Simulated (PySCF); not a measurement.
# From a computed spectrum to the compound

A species of 7 atoms with charge 1 has these harmonic modes (PBE0, small Gaussian bases with core potentials, PySCF 2.14.0):

| cm⁻¹ | km/mol | symmetry |
| --- | --- | --- |
| 129 | 0.1 | a1 |
| 247 | 0.0 | a2 |
| 262 | 2.5 | b1 |
| 361 | 21.9 | b2 |
| 436 | 39.2 | a1 |
| 594 | 166.8 | b2 |
| 607 | 0.0 | a2 |
| 610 | 46.0 | a1 |
| 630 | 506.5 | b1 |
| 1502 | 36.6 | b2 |
| 1512 | 33.3 | a1 |
| 3512 | 132.0 | b2 |
| 3517 | 70.7 | a1 |
| 3598 | 56.0 | b2 |
| 3599 | 39.0 | a1 |

**Question.** Which species is it, and in which structure?

**Answer.** [Pm(NH2)2]+ (singlet in the valence; each metal's 4f electrons, 4 of them, lie in its core potential, out of spins and levels):
```xyz
7

Pm    0.0000   -0.1402   -0.1978
N     1.6931    0.6049    0.8537
H     2.6912    0.4755    0.6711
H     1.6335    1.1961    1.6880
N    -1.6931    0.6049    0.8537
H    -1.6335    1.1961    1.6880
H    -2.6912    0.4755    0.6711
```
Ideal gas at 298.15 K and 1 bar: S = 327.8 J/(mol K), Cp = 85.8 J/(mol K), H − H(0 K) = 17.5 kJ/mol (rigid rotor, harmonic modes, spin degeneracy alone, that of the 4f electrons in the core included). An lcecp potential fixes the number of 4f electrons, so in runs with it no electron can move into or out of that shell.
 This is one of several that fit.
